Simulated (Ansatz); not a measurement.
Si8Sn2H18, an alloyed cluster cut from the lattice of silicon (2 Sn, side). Total charge 0; singlet. Geometry PBE0-D4/def2-SVP; atoms count from 1.

```xyz
28

Sn    1.2667   -2.8696    0.4881
Si   -2.9356   -2.8270   -0.5062
Si    2.7012    0.8496    1.1097
Si    0.4852    3.9194    0.9419
Si   -0.9914    0.4608    0.1205
Si    1.1775   -0.3835   -0.1783
Si   -2.5107   -0.6546   -1.2813
Sn   -0.7999   -4.2353   -0.7765
Si   -1.0229    2.7449   -0.4187
Si    2.6407    3.1111    0.4870
H     2.8042   -3.5339    0.1072
H     1.0586   -2.9679    2.1903
H    -4.0840   -3.4453   -1.2425
H    -3.2917   -2.7576    0.9466
H     4.0787    0.2797    0.9623
H     2.2927    0.7277    2.5457
H     0.3960    5.3943    0.6983
H     0.1574    3.6530    2.3787
H    -1.3896    0.2770    1.5544
H     1.5235   -0.2445   -1.6310
H    -1.9101   -0.7204   -2.6521
H    -3.7815    0.1348   -1.3677
H    -0.4356   -4.3919   -2.4472
H    -1.0036   -5.8121   -0.1266
H    -0.5970    2.8831   -1.8485
H    -2.4135    3.2861   -0.2869
H     2.9025    3.2197   -0.9837
H     3.6823    3.9023    1.2167
```

In the def2 sets Sn takes a core potential; there is no spin–orbit coupling.

(1) Estimate the Mulliken populations from the PBE0/def2-TZVP orbitals of Ansatz.

(2) And the Mayer bond orders between bonded heavy atoms (over 0.3)?

## Answers

(1) 
```
atom  charge (e)
 Sn1        0.18
 Si2       -0.10
 Si3       -0.01
 Si4       -0.01
 Si5       -0.02
 Si6       -0.11
 Si7       -0.01
 Sn8        0.17
 Si9       -0.01
Si10       -0.01
 H11       -0.04
 H12       -0.04
 H13        0.00
 H14        0.01
 H15        0.00
 H16        0.01
 H17        0.00
 H18        0.00
 H19        0.02
 H20        0.01
 H21        0.01
 H22        0.00
 H23       -0.04
 H24       -0.04
 H25        0.01
 H26        0.00
 H27        0.00
 H28        0.00
```
Mulliken values and Mayer orders depend strongly on the basis.

(2) Sn1–Si6 0.89 (2.58 Å); Sn1–Sn8 0.87 (2.78 Å); Si2–Si7 0.96 (2.35 Å); Si2–Sn8 0.91 (2.57 Å); Si3–Si6 0.94 (2.35 Å); Si3–Si10 0.95 (2.35 Å); Si4–Si9 0.95 (2.35 Å); Si4–Si10 0.96 (2.35 Å); Si5–Si6 0.93 (2.35 Å); Si5–Si7 0.94 (2.35 Å); Si5–Si9 0.94 (2.35 Å).
